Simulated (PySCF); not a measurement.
MN15 on Si (silicon, neutral)

Configuration: [Ne] 3s2 3p2, high-spin 3P determinant. Calculation: PySCF 2.14, in jorge-DZP-DKH (7s4p1d, 24 functions); the spin-free X2C one-electron Hamiltonian (Gaussian nucleus).

| Item | Value |
| --- | --- |
| Total energy | -289.9885 hartree |
| One-electron energy | -401.4405 hartree |
| Hartree (Coulomb) energy | 132.3437 hartree |
| Exchange-correlation energy | -20.8916 hartree |
| ⟨S²⟩ | 2.0013 |
| ⟨L²⟩ | 2.008 |
| Sum of ⟨r⟩ | 14.29 bohr |
| Sum of ⟨r²⟩ | 30.96 bohr² |
| Traceless quadrupole moment −½Σ⟨3z² − r²⟩ along its main axis | 3.18 e·bohr² |
| Langevin diamagnetic susceptibility | -24.5 ×10⁻⁶ cm³/mol |
| Time after the integrals | 0.44 s of wall time on 1 thread of Neoverse-N1 (shared host) |

```csv
shell,electrons,mean orbital energy (hartree),spread (hartree),"rms radius, mean of both spins (bohr)"
1s α,1,-65.63049,0,0.130
1s β,1,-65.62504,0,0.130
2s α,1,-5.20534,0,0.626
2s β,1,-5.19978,0,0.626
2p α,3,-3.69695,0.00861,0.601
2p β,3,-3.68968,0.01496,0.601
3s α,1,-0.46551,0,2.35
3s β,1,-0.40403,0,2.35
3p α,2,-0.20762,0,2.91
```

Densities and radii are taken from the X2C orbitals without a picture-change correction, which distorts them close to the nucleus.
